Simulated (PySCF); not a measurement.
A structure optimised at GFN2-xTB (Å):
```
C 
C   1  1.5078
O   2  1.2029  1  125.03
O   2  1.3339  1  110.68  3   179.70
C   4  1.4383  2  117.57  1   179.44
C   5  1.5217  4  107.13  2   155.19
C   5  1.5253  4  109.63  2   -82.78
H   1  1.0872  2  109.34  3   120.57
H   1  1.0855  2  109.60  3    -0.19
H   1  1.0871  2  109.46  3  -121.13
H   5  1.0980  4  107.71  2    36.20
H   6  1.0862  5  109.79  4  -178.76
H   6  1.0869  5  109.87  4    61.19
H   6  1.0868  5  110.32  4   -58.55
H   7  1.0862  5  109.85  4  -178.65
H   7  1.0875  5  110.01  4    61.65
H   7  1.0879  5  109.95  4   -58.46
```
Z-matrix in Å and degrees, rows numbered from 1.

Charge 0, singlet.

Read off the bonds between heavy atoms and their formal orders.

C1–C2 (single); C2–O3 (double); C2–O4 (single); O4–C5 (single); C5–C6 (single); C5–C7 (single). Hydrogens: H8, H9, H10 on C1; H11 on C5; H12, H13, H14 on C6; H15, H16, H17 on C7.

Give the structure as a SMILES string.

`CC(=O)OC(C)C`, C5H10O2.

What is the point group of this geometry?

C1 (no symmetry element, even within 0.4 Å).

Describe the place of each heavy atom.

C1: methyl carbon next to a carbonyl; C2: ester carbonyl carbon; O3: ester carbonyl oxygen; O4: ester single-bonded oxygen; C5: sp3 carbon bound to oxygen; C6/C7: methyl carbon.

What is the arrangement about C5?

It has 4 neighbours (O4, C6, C7, H11) and is tetrahedral (angles from 107.1° to 112.2°).

What is the arrangement about C1?

It has 4 neighbours (C2, H8, H9, H10) and is tetrahedral (angles from 108.1° to 110.2°).

The numbers are calculated, not measured.
